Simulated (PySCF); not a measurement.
Vertical excitations of a molecule CH7NSi from TDA-PBE0/def2-SVPD (PySCF 2.14.0), as energy in eV (oscillator strength): 5.71 (0.003), 6.68 (0.025), 6.76 (0.006), 7.23 (0.006), 7.37 (0.016), 7.54 (0.042), 8.47 (0.100), 8.54 (0.040), 8.55 (0.033), 8.71 (0.005). Lowest triplet (TDA): 5.41 eV. Geometry: B3LYP-D3(BJ)/def2-SVP. Other conformers were not sampled.

Q: Which structure fits?
A. NC[SiH3]
B. C[SiH2]N
C. CN[SiH3]

A: C, CN[SiH3]
